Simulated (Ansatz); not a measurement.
Isolated molecules relaxed with PBE0-D4/def2-TZVP in Ansatz; ΔE leaves out vibrations. CCSD(T)/CBS adds triple-zeta CCSD(T) − MP2 to the extrapolated MP2 energy (def2 sets, frozen cores). This one scheme is used for every species. DFT in def2-TZVPP. For Ga, Zn outer-core shells are correlated without core-valence functions, which leaves a few kJ/mol of doubt a bond. Scalar relativity is left out up to krypton.

Consider the cleavage of the Ga–Zn bond: `[F][Zn][GaH2]` + `BO` → `B[O][GaH2]` + `[F][ZnH]`.

```
        species  RPA@PBE/def2-TZVPP energy (Eh)
`[F][Zn][GaH2]`                     -3803.01960
           `BO`                      -101.93258
   `B[O][GaH2]`                     -2026.09306
     `[F][ZnH]`                     -1878.86699
```

Q: Work out ΔE.

A: ΔE = (-2026.09306) + (-1878.86699) − (-3803.01960) − (-101.93258) = -0.00787 Eh = -20.7 kJ/mol. CCSD(T)/CBS gives -4.9 kJ/mol.

Largest T1 diagnostic among the species: 0.018.

From BLYP to BHLYP (50 % exact exchange), in def2-TZVPP and without D4, ΔE moves by −4.0 kJ/mol. At CCSD(T), def2-SVP lies −6.7 kJ/mol from the extrapolated value and def2-TZVPP −12.1 kJ/mol. Leaving LDA and LC-ωPBE aside and taking each functional with its dispersion term where it has one, the values, not all of them listed here, spread over 20.1 kJ/mol, from B97M-V to PBE-D4. LDA lies −7.8 kJ/mol from PBE without D4.
